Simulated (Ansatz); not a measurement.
Reaction (cleavage of the Si–B bond): `C[SiH2]B[NH][AlH2]` + HCl → `C[SiH2]Cl` + `B[NH][AlH2]`

Isolated molecules relaxed with PBE0-D4/def2-TZVP in Ansatz; ΔE leaves out vibrations. CBS: MP2 limit from def2 TZ/QZ plus the TZ coupled-cluster correction, frozen cores. This one scheme is used for every species. Each species was taken in one conformer, which may not be the lowest.

| level | ΔE (kJ/mol) |
| --- | --- |
| MP2/def2-TZVPP | -139.2 |
| CCSD(T)/def2-TZVPP | -128.4 |

What does CCSD(T)/CBS give? (Estimate.)

The calculation gave: -132.4 kJ/mol. The listed levels differ from it by -6.8, 4.0 kJ/mol.

Largest T1 diagnostic among the species: 0.012.

The D4 term adds +7.4 kJ/mol with B3LYP and +4.7 kJ/mol with PBE0; it sums over pairs of atoms, weighted by their polarisabilities, and B3LYP, whose exchange is more repulsive, gets the larger term. In def2-TZVPP, CCSD(T) changes the Hartree–Fock value by +29.6 kJ/mol (the triples alone add +3.2 kJ/mol) and MP2 by +18.7 kJ/mol.

B3LYP here is the variant with VWN-RPA as its local correlation; programs differ in this.
